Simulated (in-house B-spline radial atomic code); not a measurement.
Inner levels of niobium as electrons are removed. A shift is the extra binding of the orbital against the neutral atom ([Kr] 4d4 5s1). Computed with a radial B-spline atomic code at the basis-set limit: non-relativistic Hartree-Fock, average of the configuration, point nuclei.

This level leaves out relativity, spin-orbit splitting included, which matters for heavy ions.

```tsv
ion	configuration	shift of 2s (eV)	shift of 1s (eV)	shift of 2p (eV)	radius of 2s (bohr)	radius of 1s (bohr)	radius of 2p (bohr)	Σ<r²> (bohr²)	change of density at nucleus (bohr⁻³)
Nb21+	[Ar] 3d2	806.05	819.47	809.94	0.16129	0.037198	0.13851	2.0288	104.54
Nb22+	[Ar] 3d1	882.51	897.87	887.03	0.16108	0.037199	0.1383	1.8359	135.44
Nb23+	[Ne] 3s2 3p6	?	?	?	?	?	?	?	?
Nb24+	[Ne] 3s2 3p5	?	?	?	?	?	?	?	?
Nb25+	[Ne] 3s2 3p4	1109.92	1148.42	1117.57	0.16037	0.03719	0.13785	1.2551	242.59
Nb26+	[Ne] 3s2 3p3	1186.32	1236.01	1195.29	0.16011	0.037184	0.13763	1.0667	281.7
Nb27+	[Ne] 3s2 3p2	1264	1325.38	1274.37	0.15984	0.037178	0.1374	0.88533	321.89
Nb28+	[Ne] 3s2 3p1	1342.97	1416.54	1354.8	0.15957	0.037172	0.13717	0.71068	363.18
Nb29+	[Ne] 3s2	1423.21	1509.49	1436.58	0.15928	0.037166	0.13692	0.54242	405.58
```

Fill in the row of Nb23+.

shift of 2s (eV): 961.03; shift of 1s (eV): 978.64; shift of 2p (eV): 966.26; radius of 2s (bohr): 0.16086; radius of 1s (bohr): 0.0372; radius of 2p (bohr): 0.13808; Σ<r²> (bohr²): 1.6546; change of density at nucleus (bohr⁻³): 167.66.

Fill in the row of Nb24+.

shift of 2s (eV): 1034.82; shift of 1s (eV): 1062.63; shift of 2p (eV): 1041.22; radius of 2s (bohr): 0.16062; radius of 1s (bohr): 0.037195; radius of 2p (bohr): 0.13806; Σ<r²> (bohr²): 1.4509; change of density at nucleus (bohr⁻³): 204.58.
